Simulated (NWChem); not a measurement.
**Polarisability of iminoborane (H$_{2}$BN)**

```xyz
4

B      0.0000     0.0000    -0.7011
N      0.0000     0.0000     0.5488
H      0.0000     0.0000    -1.8910
H      0.0000     0.0000     1.5544
```
Charge 0, spin multiplicity 1.

All runs are NWChem calculations. All single points use one geometry, from PBE/def2-SVP, a minimum by its harmonic frequencies.

Basis set: def2-SVPD. Static limit.

```
method                isotropic polarisability (bohr³)  difference from CCSD linear response
--------------------  --------------------------------  ------------------------------------
HF                                               21.41                                 -1.36
PBE                                              23.15                                 +0.38
B3LYP                                            22.72                                 -0.05
PBE0                                             22.46                                 -0.31
CCSD linear response                             22.77                                  0.00
```

The values span 1.74 bohr³, from HF (lowest) to PBE (highest). 

The correlated methods keep 2 core orbitals frozen. B3LYP has NWChem's definition, with VWN1-RPA local correlation. Differences from the coupled-cluster row are differences between methods, not errors against experiment.
